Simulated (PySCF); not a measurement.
# Yb⁵³⁺: ionisation energy

Yb⁵³⁺ [Ne] 3s2 3p5 (2P) → Yb⁵⁴⁺ [Ne] 3s2 3p4 (3P), as a difference of total energies. Calculation: PySCF 2.14, in an even-tempered Gaussian basis (17 s from 13 bohr⁻², ratio 2.5; 12 p from 17 bohr⁻², ratio 2.5; 4 d from 69 bohr⁻², ratio 2.7; 4 f from 100 bohr⁻², ratio 2.7); the spin-free X2C one-electron Hamiltonian (Gaussian nucleus). Correlated levels: outer shells: 1s2 frozen; virtual orbitals above 40 to 60 times the deepest correlated orbital energy dropped. The calculations carry no spin-orbit coupling.

```csv
method,ionisation energy (eV)
UHF,5184.7
LDA,5186.6
PBE,5187.5
PBE0,5187.3
r2SCAN,5187.8
TPSS,5187.6
B2PLYP,5186.8
MP2 (outer shells),5185.9
SCS-MP2 (outer shells),5185.8
```

Spin-orbit coupling is strong in these open shells (close to jj coupling). The scalar numbers leave it out and a first-order estimate fails, so it can dominate the gap to the real levels.

Breit and QED terms and the two-electron picture change are absent.

For comparison: 5101 ± 5 eV (theoretical estimate listed by NIST; NIST Atomic Spectra Database, ionization energies).
